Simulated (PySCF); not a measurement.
RbCl, SMILES [Cl][Rb].

Geometry optimised at PBE0-D3(BJ)/def2-TZVPD. The def2 effective core potentials stand for the cores of Rb; spin–orbit coupling is left out.

All values below come from TDA-ωB97X/def2-TZVPD (PySCF).

Vertical excitations; the highest root listed may be one member of a degenerate set. Isolated molecule, no solvent. State labels are in the subgroup C2v.

```
state  symmetry  energy (eV)  λ (nm)      f                                                                  main pairs
-----  --------  -----------  ------  -----  --------------------------------------------------------------------------
S1           B1         4.99     248  0.033                  HOMO−1→LUMO, HOMO−1→LUMO+8, HOMO−1→LUMO+3 (degenerate set)
S2           B2         4.99     248  0.033                        HOMO→LUMO, HOMO→LUMO+8, HOMO→LUMO+3 (degenerate set)
S3           A1         5.21     238  0.076                    HOMO−2→LUMO 66 %, HOMO−2→LUMO+8 18 %, HOMO−2→LUMO+3 11 %
S4           A2         6.22     199  0.000  HOMO→LUMO+1 30 %, HOMO−1→LUMO+2 30 %, HOMO→LUMO+6 14 %, HOMO−1→LUMO+7 14 %
S5           A1         6.23     199  0.000  HOMO→LUMO+2 30 %, HOMO−1→LUMO+1 30 %, HOMO−1→LUMO+6 14 %, HOMO→LUMO+7 14 %
S6           A2         6.28     197  0.000  HOMO−1→LUMO+2 32 %, HOMO→LUMO+1 32 %, HOMO−1→LUMO+7 13 %, HOMO→LUMO+6 13 %
S7           A1         6.29     197  0.009  HOMO→LUMO+2 35 %, HOMO−1→LUMO+1 35 %, HOMO−1→LUMO+6 11 %, HOMO→LUMO+7 11 %
S8           B1         6.38     194  0.060   HOMO−1→LUMO+9, HOMO−1→LUMO, HOMO−1→LUMO+3, HOMO−1→LUMO+8 (degenerate set)
S9           B2         6.38     194  0.060           HOMO→LUMO+9, HOMO→LUMO, HOMO→LUMO+3, HOMO→LUMO+8 (degenerate set)
S10          B1         6.41     193  0.009                                      HOMO−2→LUMO+1 63 %, HOMO−2→LUMO+6 26 %
T1           B2         4.98     249      0                        HOMO→LUMO, HOMO→LUMO+8, HOMO→LUMO+3 (degenerate set)
T2           B1         4.98     249      0                  HOMO−1→LUMO, HOMO−1→LUMO+8, HOMO−1→LUMO+3 (degenerate set)
T3           A1         5.01     248      0                                        HOMO−2→LUMO 69 %, HOMO−2→LUMO+8 18 %
T4           A1         6.09     204      0  HOMO→LUMO+2 26 %, HOMO−1→LUMO+1 26 %, HOMO→LUMO+7 19 %, HOMO−1→LUMO+6 19 %
```
Triplets are in the Tamm–Dancoff approximation.
